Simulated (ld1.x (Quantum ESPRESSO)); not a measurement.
titanium (Ti): excitation energies, all-electron against RRKJ

| Quantity | Value |
| --- | --- |
| Element | titanium (Ti) |
| Generator | ld1.x (Quantum ESPRESSO) 7.5 |
| Type | norm-conserving RRKJ (Kleinman–Bylander form) |
| Functional | PBEsol |
| Relativity | scalar-relativistic |
| Frozen core | [Ar] |
| Valence charge | 4 |
| Reference configuration | 3d2 4s0 4p0 (charge +2) |
| Partial waves | 4p (bound, empty): rc 3.20 bohr; 3d (bound): rc 1.50 bohr; 4s (bound, empty): rc 2.20 bohr |
| Local potential | the s channel |
| Core correction | a·sin(br)/r model core inside 1.30 bohr |
| rho0 | 0.01 |

Energies are relative to the spin-unpolarised reference configuration 3d2 4s0 4p0; without spin polarisation the order of configurations can differ from experiment.

Question: Give the all-electron excitation energy and the error of the potential for: 3d2 4s2 4p0; 3d2 4s1 4p0; 3d1 4s0 4p0; 3d2 4s1 4p1; 3d3 4s1 4p0; 3d2 4s1.5 4p0; 3d3 4s0 4p0.

Answer:

```json
{"valence configuration": "3d2 4s2 4p0", "charge": "0", "ΔE all-electron (eV)": "-20.830", "error AE − PS (meV)": "-18"}
{"valence configuration": "3d2 4s1 4p0", "charge": "+1", "ΔE all-electron (eV)": "-13.471", "error AE − PS (meV)": "-10"}
{"valence configuration": "3d1 4s0 4p0", "charge": "+3", "ΔE all-electron (eV)": "26.896", "error AE − PS (meV)": "-605"}
{"valence configuration": "3d2 4s1 4p1", "charge": "0", "ΔE all-electron (eV)": "-17.737", "error AE − PS (meV)": "-8.4"}
{"valence configuration": "3d3 4s1 4p0", "charge": "0", "ΔE all-electron (eV)": "-19.728", "error AE − PS (meV)": "-194"}
{"valence configuration": "3d2 4s1.5 4p0", "charge": "+0.5", "ΔE all-electron (eV)": "-17.886", "error AE − PS (meV)": "-15"}
{"valence configuration": "3d3 4s0 4p0", "charge": "+1", "ΔE all-electron (eV)": "-13.468", "error AE − PS (meV)": "-316"}
```

Levels in the configuration 3d2 4s2 4p0:

```
level  all-electron (eV)  pseudo (eV)
   3d             -4.275       -4.321
   4s             -4.477       -4.473
```
